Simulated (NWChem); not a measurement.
System: CH₃F₂OSb; SMILES C[O][Sb]([F])[F]

Here is an NWChem input.

```
start job
memory heap 200 mb stack 900 mb global 1100 mb
geometry units angstroms noautosym nocenter noautoz
  Sb     0.230822    -0.559850     0.000000
  F     -1.092982    -0.396715    -1.397007
  F     -1.092982    -0.396715     1.397007
  O      0.769099     1.314748     0.000000
  C     -0.168493     2.371187     0.000000
  H      0.391839     3.318558     0.000000
  H     -0.813686     2.343662    -0.894219
  H     -0.813686     2.343662     0.894219
end
basis spherical
  * library def2-svpd
end
ecp
  Sb library def2-ecp
end
dft
  xc b3lyp
  iterations 150
end
property
  response 1 0.0
end
task dft property
```

Output (shortened):

```
             Northwest Computational Chemistry Package (NWChem) 7.3.0
             --------------------------------------------------------

                             Geometry "geometry" -> ""
                             -------------------------

 Output coordinates in angstroms (scale by  1.889725989 to convert to a.u.)

  No.       Tag          Charge          X              Y              Z
 ---- ---------------- ---------- -------------- -------------- --------------
    1 Sb                  51.0000     0.23082200    -0.55985000     0.00000000
    2 F                    9.0000    -1.09298200    -0.39671500    -1.39700700
    3 F                    9.0000    -1.09298200    -0.39671500     1.39700700
    4 O                    8.0000     0.76909900     1.31474800     0.00000000
    5 C                    6.0000    -0.16849300     2.37118700     0.00000000
    6 H                    1.0000     0.39183900     3.31855800     0.00000000
    7 H                    1.0000    -0.81368600     2.34366200    -0.89421900
    8 H                    1.0000    -0.81368600     2.34366200     0.89421900

 Effective nuclear repulsion energy (a.u.)     542.0290076874

                                 NWChem DFT Module
                                 -----------------

 Summary of "ao basis" -> "ao basis" (spherical)
 ------------------------------------------------------------------------------
       Tag                 Description            Shells   Functions and Types
 ---------------- ------------------------------  ------  ---------------------
 Sb                        def2-svpd                12       32   5s4p3d
 F                         def2-svpd                 9       23   4s3p2d
 O                         def2-svpd                 9       23   4s3p2d
 C                         def2-svpd                 8       20   4s2p2d
 H                         def2-svpd                 4        8   2s2p

            General Information
            -------------------
          SCF calculation type: DFT
          Wavefunction type:  closed shell.
          No. of atoms     :     8
          No. of electrons :    58
           Alpha electrons :    29
            Beta electrons :    29
          Charge           :     0
          Spin multiplicity:     1
          Use of symmetry is: off; symmetry adaption is: off
          Maximum number of iterations: 150
          AO basis - number of functions:   145
                     number of shells:    59
          Convergence on energy requested:  1.00D-06
          Convergence on density requested:  1.00D-05
          Convergence on gradient requested:  5.00D-04

              XC Information
              --------------
                         B3LYP Method XC Potential
                     Hartree-Fock (Exact) Exchange  0.200
                        Slater Exchange Functional  0.800 local
                    Becke 1988 Exchange Functional  0.720 non-local
              Lee-Yang-Parr Correlation Functional  0.810
                  VWN I RPA Correlation Functional  0.190 local

             Grid Information
             ----------------
          Grid used for XC integration:  medium
          Radial quadrature: Mura-Knowles
          Angular quadrature: Lebedev.
          Tag              B.-S. Rad. Rad. Pts. Rad. Cut. Ang. Pts.
          ---              ---------- --------- --------- ---------
          Sb                  1.45      123          11.0       590
          F                   0.50       49          11.0       434
          O                   0.60       49          10.0       434
          C                   0.70       49          12.0       434
          H                   0.35       45          13.0       434
          Grid pruning is: on
          Number of quadrature shells:   454
          Spatial weights used:  Erf1

      Superposition of Atomic Density Guess
      -------------------------------------

 Sum of atomic energies:        -590.02012669

      Non-variational initial energy
      ------------------------------

 Total energy =    -552.569407
 1-e energy   =   -1450.580607
 2-e energy   =     597.935543
 HOMO         =      -0.348866
 LUMO         =      -0.009366

   convergence    iter        energy       DeltaE   RMS-Dens  Diis-err
 ---------------- ----- ----------------- --------- --------- ---------
 d= 0,ls=0.0,diis     1   -554.8424480752 -8.55D+02  2.20D-02  1.25D+00
 d= 0,ls=0.0,diis     2   -554.5266541234  3.16D-01  9.54D-03  5.09D+00
 d= 0,ls=0.0,diis     3   -554.9974590714 -4.71D-01  1.42D-03  1.95D-02
 d= 0,ls=0.0,diis     4   -554.9980712961 -6.12D-04  6.45D-04  1.45D-02
 d= 0,ls=0.0,diis     5   -554.9992154735 -1.14D-03  2.39D-04  2.49D-03
  Resetting Diis
 d= 0,ls=0.0,diis     6   -554.9994492705 -2.34D-04  5.56D-05  7.36D-05
 d= 0,ls=0.0,diis     7   -554.9994579483 -8.68D-06  2.76D-05  4.20D-06
 d= 0,ls=0.0,diis     8   -554.9994576929  2.55D-07  1.45D-05  6.25D-06
 d= 0,ls=0.0,diis     9   -554.9994584216 -7.29D-07  2.68D-06  3.61D-07

         Total DFT energy =     -554.999458421574
      One electron energy =    -1452.830065688956
           Coulomb energy =      653.311398749243
    Exchange-Corr. energy =      -55.556448326737
 Nuclear repulsion energy =      300.075656844875

 Numeric. integr. density =       57.999962687608

                       DFT Final Molecular Orbital Analysis
                       ------------------------------------

 Vector   27  Occ=2.000000D+00  E=-3.544038D-01
              MO Center=  6.5D-03, -4.1D-02, -2.3D-08, r^2= 3.9D+00
   Bfn.  Coefficient  Atom+Function         Bfn.  Coefficient  Atom+Function
  ----- ------------  ---------------      ----- ------------  ---------------
     4      0.510581  1 Sb s                  3      0.473405  1 Sb s
    82     -0.304090  4 O  s                 37      0.259014  2 F  px
    60      0.259014  3 F  px                83     -0.238419  4 O  px
    12      0.215051  1 Sb px                 1     -0.210879  1 Sb s
    40     -0.185813  2 F  px                63     -0.185813  3 F  px

 Vector   28  Occ=2.000000D+00  E=-3.198405D-01
              MO Center=  4.1D-01,  1.1D+00, -1.5D-08, r^2= 3.4D+00
   Bfn.  Coefficient  Atom+Function         Bfn.  Coefficient  Atom+Function
  ----- ------------  ---------------      ----- ------------  ---------------
    83      0.365581  4 O  px                13     -0.273415  1 Sb py
    84      0.274014  4 O  py                86      0.260305  4 O  px
   122     -0.234398  6 H  s                  4      0.202780  1 Sb s
    87      0.194334  4 O  py               106     -0.166417  5 C  px
     3      0.153755  1 Sb s                107     -0.136619  5 C  py

 Vector   29  Occ=2.000000D+00  E=-3.071427D-01
              MO Center=  3.1D-01,  1.5D+00, -9.8D-09, r^2= 1.9D+00
   Bfn.  Coefficient  Atom+Function         Bfn.  Coefficient  Atom+Function
  ----- ------------  ---------------      ----- ------------  ---------------
    85      0.533619  4 O  pz                88      0.377745  4 O  pz
   108     -0.225027  5 C  pz               130      0.217236  7 H  s
   138     -0.217236  8 H  s                 14      0.091451  1 Sb pz
   131      0.090953  7 H  s                139     -0.090953  8 H  s
    37     -0.084060  2 F  px                60      0.084060  3 F  px

 Vector   30  Occ=0.000000D+00  E=-6.768099D-02
              MO Center=  4.9D-01, -6.7D-01, -3.8D-09, r^2= 3.7D+00
   Bfn.  Coefficient  Atom+Function         Bfn.  Coefficient  Atom+Function
  ----- ------------  ---------------      ----- ------------  ---------------
    17      0.560707  1 Sb pz                14      0.552852  1 Sb pz
    31     -0.212516  1 Sb d  1              29     -0.201976  1 Sb d -1
    11     -0.178836  1 Sb pz                37     -0.175600  2 F  px
    60      0.175600  3 F  px                85     -0.169973  4 O  pz
     8     -0.142396  1 Sb pz                40      0.142168  2 F  px

 Vector   31  Occ=0.000000D+00  E=-6.177771D-02
              MO Center=  3.5D-01, -8.3D-01,  8.4D-08, r^2= 3.9D+00
   Bfn.  Coefficient  Atom+Function         Bfn.  Coefficient  Atom+Function
  ----- ------------  ---------------      ----- ------------  ---------------
    12      0.451016  1 Sb px                15      0.354563  1 Sb px
    32      0.323583  1 Sb d  2               4     -0.319323  1 Sb s
    82      0.313211  4 O  s                 13      0.293780  1 Sb py
    81     -0.192365  4 O  s                  9     -0.144951  1 Sb px
    28     -0.142111  1 Sb d -2               5     -0.136290  1 Sb s

 Vector   32  Occ=0.000000D+00  E=-1.298726D-02
              MO Center=  3.9D-01, -6.9D-01,  1.9D-08, r^2= 5.3D+00
   Bfn.  Coefficient  Atom+Function         Bfn.  Coefficient  Atom+Function
  ----- ------------  ---------------      ----- ------------  ---------------
     4      1.226758  1 Sb s                  5     -1.001948  1 Sb s
   123     -0.661274  6 H  s                105      0.582813  5 C  s
     3      0.552815  1 Sb s                 82      0.518918  4 O  s
    15     -0.432334  1 Sb px                13      0.333419  1 Sb py
    28      0.331101  1 Sb d -2              30      0.314017  1 Sb d  0

     Multipole analysis of the density
     ---------------------------------

     L   x y z        total         alpha         beta         nuclear
     -   - - -        -----         -----         ----         -------
     0   0 0 0     -0.000000    -29.000000    -29.000000     58.000000

     1   1 0 0      0.893900     10.328770     10.328770    -19.763641
     1   0 1 0     -0.271276    -12.167115    -12.167115     24.062954
     1   0 0 1      0.000000      0.000000      0.000000      0.000000

     2   2 0 0    -37.891535    -70.920000    -70.920000    103.948465
     2   1 1 0     -2.848521    -15.728484    -15.728484     28.608448
     2   1 0 1      0.000000      0.000000      0.000000      0.000000
     2   0 2 0    -31.490191   -157.880280   -157.880280    284.270369
     2   0 1 1      0.000000      0.000000      0.000000      0.000000
     2   0 0 2    -38.462725    -84.811404    -84.811404    131.160083

 *** CALLING NEW AORESP DRIVER FOR CLOSED AND OPEN SHELLS ***
 Entering AOResponse driver routine

--------------------------------------------------------------------------------

          -----------------------------------------------
          Solving response equations for perturbing field
          -----------------------------------------------

 number of frequencies:     1
 frequency in a.u.:  0.0000000E+00
 Perturbing field: electric
 Using El. Dipole Length Gauge

 Setting up CPKS with frequency omega =      0.00000000 a.u.

 STATIC response

                                NWChem CPHF Module
                                ------------------

  scftype          =     RHF
  nclosed          =       29
  nopen            =        0
  variables        =     3364
  # of vectors     =        3
  tolerance        = 0.10D-03
  level shift      = 0.00D+00
  max iterations   =       50
  max subspace     =       30

 SCF residual:    1.3448606163086573E-004

Iterative solution of linear equations
  No. of variables     3364
  No. of equations        3
  Maximum subspace       30
        Iterations       50
       Convergence  1.0D-04

   iter   nsub   residual    time
   ----  ------  --------  ---------
     1      3    4.01D+00      84.0
     2      6    2.95D+00     109.5
     3      9    5.23D-01     135.3
     4     12    7.20D-02     160.6
     5     15    8.22D-03     186.0
     6     18    3.58D-03     211.8
     7     21    3.69D-04     237.9
     8     24    6.87D-05     264.3

 Electric Dipole Response Matrix (nonzero elements):

              1        2        3
    1   49.7181   0.1254  -0.0000
    2    0.1253  64.1236   0.0000
    3   -0.0000   0.0000  50.6187

 ------------------------------------------
 average:        54.82010 + I       0.00000

 DFT Linear Response polarizability / au
 Frequency  =       0.0000000 / au
              X              Y              Z
 -----------------------------------------------
 X      49.7180735      0.1253752     -0.0000001
 Y       0.1252768     64.1235629      0.0000000
 Z      -0.0000001      0.0000000     50.6186576
 -----------------------------------------------
 Eigenvalues =      49.7169824     64.1246540     50.6186576
 Isotropic   =      54.8200980
 Anisotropic =      13.9786615
 -----------------------------------------------

 Magnetic Dipole Response Matrix (nonzero elements):

 Exiting AOResponse driver routine
```

Level: B3LYP/def2-SVPD with def2 effective core potentials on Sb. All runs use the structure optimised with PBE0/def2-SVP. No frequency run checked for a minimum. def2 effective core potentials on Sb; no spin-orbit coupling.
